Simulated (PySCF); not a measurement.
A run for PySCF: R-HF/3-21G on H2O (SMILES O).

```python
from pyscf import gto, scf, dft, mp
from pyscf.data.elements import chemcore

mol = gto.M(
    atom='''
    O    -0.31721363    0.59981417    3.45196668
    H     0.05647953    0.04445747    4.14515227
    H    -1.22197327    0.78529869    3.72688558
    ''',
    basis='3-21g',
    charge=0, spin=0, verbose=3, max_memory=1800)
mf = scf.RHF(mol)
mf.conv_tol = 1e-8
mf.max_cycle = 100
mf.kernel()
if not mf.converged:
    mf = mf.newton().run(mf.mo_coeff, mf.mo_occ)
```

Problem. Give the final energy of this run.

Solution. -75.5858 hartree.
